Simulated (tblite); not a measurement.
Species: C4H8FGa.
Cartesian coordinates in Å at the GFN2-xTB level; atoms count from 1:
```
atom  x, y, z in Å
F1     0.4972    3.4580    0.1305
Ga2    0.2450    1.7056    0.0647
C3    -1.4685    0.5271    0.0550
C4    -0.7952   -0.8079    0.3486
C5     0.5388   -0.9709   -0.4206
C6     1.5573    0.0955   -0.0345
H7    -2.2045    0.7933    0.8131
H8    -1.9624    0.5171   -0.9186
H9    -1.4509   -1.6388    0.0790
H10   -0.5799   -0.8813    1.4187
H11    0.9307   -1.9703   -0.2182
H12    0.3253   -0.9030   -1.4916
H13    2.0191   -0.1269    0.9296
H14    2.3471    0.2017   -0.7780
```

Method: GFN2-xTB as coded in tblite; computed harmonic values from a numerical Hessian at the method's own geometry, unscaled. Against measured fundamentals such values can be off by several per cent, at times by over 20. One conformer, not necessarily the lowest.

Harmonic wavenumbers (cm⁻¹): 62.8, 103.6, 162.3, 234.5, 262.6, 401.9, 434.3, 495.8, 509.5, 604.6, 662.9, 864.3, 874.2, 889.2, 1005.5, 1006.0, 1026.3, 1095.2, 1104.8, 1174.7, 1233.0, 1236.2, 1327.6, 1329.5, 1432.9, 1437.1, 1477.3, 1482.3, 2938.6, 2941.9, 2944.8, 2951.7, 2959.2, 2967.2, 2969.3, 2973.6.

A = 5057, B = 1782, C = 1389 MHz; mass 143.987 u (most abundant isotopes); point group C2, symmetry number 2.

What is the zero-point energy?

Half the sum of the wavenumbers: 23789 cm⁻¹ = 284.57 kJ/mol.

What is S at 273.15 K and 1 bar for an ideal gas of classical rigid rotors and harmonic oscillators?

Translation 169.02, rotation 108.80, vibration 71.03: S = 348.8 J/(mol K).

And Cp and H(273.15 K) − H(0)?

Cp = 113.70 J/(mol K), of which vibrations give 80.45 (their classical limit is 36 R = 299.3); H(273.15 K) − H(0) = 19.78 kJ/mol without the zero-point energy, 10.69 from vibrations.

How do the functions run with temperature in this model?

| T (K) | S (J/(mol K)) | Cp (J/(mol K)) | H − H(0) (kJ/mol) | G − H(0) (kJ/mol) | ln q(vib) |
| --- | --- | --- | --- | --- | --- |
| 150 | 293.0 | 76.7 | 8.08 | -35.87 | 1.75 |
| 250 | 339.1 | 106.6 | 17.23 | -67.55 | 3.44 |
| 298.15 | 359.1 | 121.4 | 22.72 | -84.36 | 4.27 |
| 400 | 399.1 | 151.3 | 36.64 | -123.00 | 6.04 |
| 600 | 469.7 | 197.1 | 71.77 | -210.04 | 9.54 |
| 900 | 558.6 | 240.8 | 138.00 | -364.74 | 14.56 |

q(vib) and H(0) count from the zero-point level.

Blend soft modes into free rotors: weight 1/[1 + (100 cm⁻¹/ν̃)⁴] for the oscillator and the rest for a rotor with moment μB/(μ + B), μ = h/(8π²ν), B = 10⁻⁴⁴ kg m². What vibrational entropy results?

66.64 J/(mol K) in place of 71.03, which changes −T·S at 273.15 K by +1.20 kJ/mol.

Which modes carry the vibrational entropy at 273.15 K?

62.8 cm⁻¹: 17.55; 103.6 cm⁻¹: 13.45; 162.3 cm⁻¹: 9.87; 234.5 cm⁻¹: 7.07; 262.6 cm⁻¹: 6.25; 401.9 cm⁻¹: 3.48 J/(mol K); the other 30 give 13.36 together.

Hindered rotation and anharmonicity are outside this model. Other conformers, if any are populated, would add a mixing term that is left out. The structure is chiral; the term R ln 2 for an equal mix with its mirror image is left out.
